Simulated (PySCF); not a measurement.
**Structure revision by computed shifts**

A compound C5H11FOSi gives the data below (simulated from a calculation) and was assigned the structure `CC/C=C/CO[SiH2]F`.

13C{1H} NMR (computed): δ 164.4 (C), 127.4 (CH), 79.2 (CH2), 60.0 (CH3), 25.8 (CH3).

1H NMR (300 MHz, computed): δ 5.86 (m, 1H), 5.19 (m, 2H), 3.98 (s, 2H), 3.63 (s, 3H), 1.92 (s, 3H).

- PBE0/pcSseg-1 with gauge-including orbitals
- geometry from GFN2-xTB
- code: PySCF 2.14.0 with density-fitted response routines
- no relativistic terms, gas phase, one computed conformer, one averaged value for each set of equivalent atoms

Chemical shifts δ = σref − σ; 1H (31.72 ppm), 13C (186.93 ppm) against TMS, all at this level.

(1) Compare with the shifts computed for the proposed structure, pairing carbons in order of shift.

(2) Which isomer fits?

## Answers

(1) Numbering as in the mapped SMILES `[CH3:1][CH2:2]/[CH:3]=[CH:4]/[CH2:5][O:6][SiH2:7][F:8]`; H(Xn) means a hydrogen on atom n.

```tsv
atom	computed for proposal	given list	difference
C3	145.5	164.4	-18.9
C4	135.1	127.4	+7.7
C5	65.7	79.2	-13.5
C2	32.1	60.0	-27.9
C1	16.8	25.8	-9.0
```

The rms difference is 17.1 ppm and the largest -27.9 ppm at C2 (allylic sp3 CH2). The carbon types in order of shift don't match either: CH, CH, CH2, CH2, CH3 for the proposal against C, CH, CH2, CH3, CH3 in the data. The proposal doesn't fit.

(2) `COC/C(C)=C\[SiH2]F`.

1. Carbon types of the structure: 1 × C, 1 × CH, 1 × CH2, 2 × CH3, leaving 2 H on heteroatoms.
2. δC 164.4: fully substituted alkene carbon; an sp2 carbon of a C=C bond.
3. δC 127.4: alkene CH; an sp2 carbon of a C=C bond.
4. δC 79.2: allylic sp3 CH2 bonded to O; pulled downfield by the heteroatom.
5. δC 25.8: allylic methyl carbon; a saturated carbon with 1 carbon neighbour and no heteroatom attached.

The shifts were computed for this structure.

Splittings by 19F in the carbon and heteronuclear signals aren't shown, as no couplings were computed. Shifts are as computed. Against solution values, carbons near 30 ppm lie about +3 ppm off and those near 130 ppm about +5 ppm. Of 1309 compounds with measured shifts, 239 miss one by over three times the rms of a fit or turn the order of signals round; such compounds aren't used in these exercises. Multiplicities follow the n + 1 count of equivalent neighbours, as no J values were calculated; m marks all less simple cases, F and P coupling included.
